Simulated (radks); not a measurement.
Neutral nickel inside a hard spherical wall (all orbitals vanish at R), configuration held at [Ar] 3d8 4s2 and not refilled when levels cross. Calculated with a radial shooting solver on a logarithmic mesh with Libxc functionals: scalar-relativistic Kohn-Sham, LDA (Slater exchange, VWN5 correlation), spin-unpolarised, spherical densities, point nucleus. Eigenvalues in eV, with the zero of energy where the potential of the charges vanishes at infinity; a dash marks a level that is unbound or too diffuse for the functional's potential to be trusted. A positive occupied level is held by the wall or, in an anion where self-interaction has pushed it up, behind a barrier. The pressure on the wall is -dE/dV.

R (bohr),E (hartree),kinetic (hartree),e(3s),e(3p),e(3d),e(4s),"e(4p, empty)","e(5s, empty)",pressure (GPa)
free,-1518.07129,1538.479,-110.51,-71.264,-9.144,-5.859,-1.336,-0.021,0
12,-1518.07128,1538.479,-110.50,-71.263,-9.143,-5.858,-1.314,0.774,0.000229
10,-1518.07114,1538.480,-110.49,-71.250,-9.130,-5.847,-1.249,1.553,0.00430
8,-1518.06948,1538.495,-110.39,-71.146,-9.028,-5.754,-0.966,3.578,0.0826
7,-1518.06502,1538.526,-110.19,-70.950,-8.838,-5.568,-0.553,5.807,0.370
5,-1517.99675,1538.873,-108.60,-69.361,-7.305,-3.783,2.437,18.324,8.80
3.5,-1517.52230,1540.698,-103.07,-63.898,-2.022,4.265,13.410,55.961,151
3,-1516.90587,1542.829,-98.290,-59.215,2.657,12.794,24.037,88.592,479
2.5,-1515.37454,1547.882,-89.622,-50.710,11.577,31.416,45.957,150.49,1810
